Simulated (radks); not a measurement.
Values are calculated unless marked as measured or tabulated.
Task: These are the eigenvalues of the occupied orbitals of an atom or ion with whole-number occupations (hartree). Code: a radial shooting solver on a logarithmic mesh with Libxc functionals. Model: scalar-relativistic Kohn-Sham, BLYP, spin-polarised, spherical densities, finite nucleus; Fermi nuclear charge, rms radius of each element as measured or else 0.836 A^(1/3) + 0.57 fm.

orbital  eigenvalue
1s down   -1595.176
1s up     -1595.176
2s up     -258.1230
2s down   -258.1218
2p up     -230.7904
2p down   -230.7895
3s up     -56.10775
3s down   -56.06946
3p up     -47.48678
3p down   -47.44867
3d up     -35.51391
3d down   -35.48400
4s up     -11.30102
4s down   -11.19455
4p up      -8.47766
4p down    -8.37091
4d up      -4.46397
4d down    -4.35740
5s up      -1.65667
5s down    -1.58404
5p up      -0.98015
5p down    -0.91940
4f up      -0.24089
5d up      -0.23447

Which element is it, and in what charge state? The configuration may be excited. Open shells, if any, are filled with parallel spins first.

Result: Z = 60, neodymium, charge +1: Nd+ in [Xe] 4f4 5d1. The list shows which subshells hold electrons but not how many an open one holds; the 1s level, -1595.2 hartree, gives Z - s = 56.5 by -(Z - s)^2/2, which with screening and relativity narrows Z to a few neighbours, and the depths of the outer levels then fix element, charge and occupations together.
